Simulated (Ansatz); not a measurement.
`C/C(Cl)=N\[SiH3]` + `C#CN` → `C#CN[SiH3]` + `CC(=N)Cl` at 298.15 K and 1 bar (ligand exchange at the Si–N bond).

Gas-phase electronic energies from Ansatz, PBE0-D4/def2-TZVP geometries. CCSD(T)/CBS adds triple-zeta CCSD(T) − MP2 to the extrapolated MP2 energy (def2 sets, frozen cores). This one scheme is used for every species. Each species was taken in one conformer, which may not be the lowest.

```
           species  CCSD(T)/CBS energy (Eh)  H − E (kJ/mol)  S (J/(mol·K))
`C/C(Cl)=N\[SiH3]`               -883.27379           217.4          350.7
            `C#CN`               -132.52893           129.7          253.5
      `C#CN[SiH3]`               -422.82807           175.2          316.7
        `CC(=N)Cl`               -592.98219           172.1          292.7
```

H − E and S are ideal-gas, rigid-rotor, harmonic terms from PBE0-D4/def2-TZVP, for one conformer and one mirror image of each species. 1 Eh = 2625.50 kJ/mol, R = 8.31446 J/(mol·K).

Q: By hand: ΔE, ΔH, ΔS and ΔG.

A: ΔE = (-422.82807) + (-592.98219) − (-883.27379) − (-132.52893) = -0.00754 Eh = -19.8 kJ/mol. Δ(H − E) = 175.2 + 172.1 − 217.4 − 129.7 = 0.2, so ΔH = -19.6 kJ/mol. ΔS = 316.7 + 292.7 − 350.7 − 253.5 = 5.2 J/(mol·K). ΔG = -19.6 − 298.15 × (5.2)/1000 = -21.2 kJ/mol.

Q: By hand: the equilibrium constant, and the temperature at which ΔG would vanish if ΔH and ΔS stayed fixed.

A: log₁₀ K = −ΔG/(RT ln 10) = 3.7. ΔH and −TΔS have one sign here, so there is no such temperature. One of them is within its doubt of zero, so this could turn.

The number of gas molecules stays the same, so ΔS is small and ΔH decides. A doubt of 5 kJ/mol in ΔE shifts log₁₀ K by 0.9 here. Other conformers and mirror images would add mixing entropy, several J/(mol·K) or more a flexible species. These are equilibria of isolated gas molecules and say nothing of rates. Largest T1 diagnostic: 0.012 (customary marks: 0.02 for closed shells, 0.045 for open ones).
